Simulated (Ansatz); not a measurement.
A nudged elastic band was laid between two geometries of CH4 + GaH3S (10 atoms, charge 0, multiplicity 1).

These are results of RKS B3LYP-D4/def2-SVP (Ansatz 0.2.0), not measurements.

| Quantity | Value |
| --- | --- |
| movable images | 5 |
| climbing image | yes |
| spring | 5.0 eV/Å² |
| optimiser | quadratic models (default) |
| start path | through a guess of the saddle point |
| force threshold | 0.03 eV/Å |
| iteration limit | 60 |
| end points | relaxed |

Initial state:

```xyz
10
Properties=species:S:1:pos:R:3
Ga -0.954 0.611 -1.256
S 0.839 1.862 -1.659
H -1.092 -0.648 -2.173
H -1.956 1.086 -0.153
H 1.240 -0.413 0.783
C 0.518 -1.135 1.188
H 0.568 2.786 -0.707
H 1.038 -1.838 1.855
H 0.060 -1.706 0.366
H -0.261 -0.606 1.756
```

Final state:

```xyz
10
Properties=species:S:1:pos:R:3
Ga -0.926 -0.195 -0.674
S 0.981 1.699 -1.054
H -0.686 -0.901 -2.069
H -2.102 0.855 -0.542
H 2.048 0.923 -0.748
C -0.162 -1.017 0.976
H 0.923 2.221 0.193
H 0.832 -1.457 0.796
H -0.823 -1.833 1.317
H -0.085 -0.294 1.804
```

(1) What changes between the two ends?

(2) What energy profile does the band end with?

(3) What is the geometry of the highest image?

## Answers

(1) Bonds broken: H5–C6. Bonds formed: Ga1–C6, S2–H5. CH4 + GaH3S becomes CH7GaS.

(2) It converged. The highest image is number 3 of 0 to 6, 1.78 eV above the first end and 0.89 eV above the last; the last end lies 0.89 eV above the first. Neighbouring images differ by up to 1.6 eV, so the band resolves the path poorly. A vibrational analysis at the climbing image gives one clearly imaginary mode, 1202i cm⁻¹: a first-order saddle point. The orbitals stay closed-shell, which can raise the energy where a bond breaks towards radicals; this wasn't checked here.

```tsv
image	path coordinate (Å)	energy (eV)	H5–C6 (Å)	Ga1–C6 (Å)	S2–H5 (Å)
0	0.00	0.00	1.10	3.34	3.36
1	1.08	0.00	1.10	3.32	3.17
2	2.15	0.17	1.10	2.85	2.54
3	3.23	1.78	1.52	2.17	1.63
4	4.01	1.11	2.21	2.01	1.36
5	4.78	0.90	3.02	2.00	1.35
6	5.56	0.89	3.41	2.00	1.35
```

(3) 
```xyz
10
Properties=species:S:1:pos:R:3
Ga -0.829 0.042 -0.859
S 1.180 1.536 -0.930
H -0.703 -0.910 -2.088
H -2.041 0.866 -0.322
H 0.803 0.294 0.056
C 0.196 -0.867 0.825
H 0.670 2.437 -0.058
H 1.123 -1.447 0.691
H -0.620 -1.612 0.894
H 0.221 -0.339 1.791
```

Run time: 120 s on 2 threads of Intel(R) Xeon(R) 6975P-C (Granite Rapids), on a shared host, peak memory 0.24 GiB.
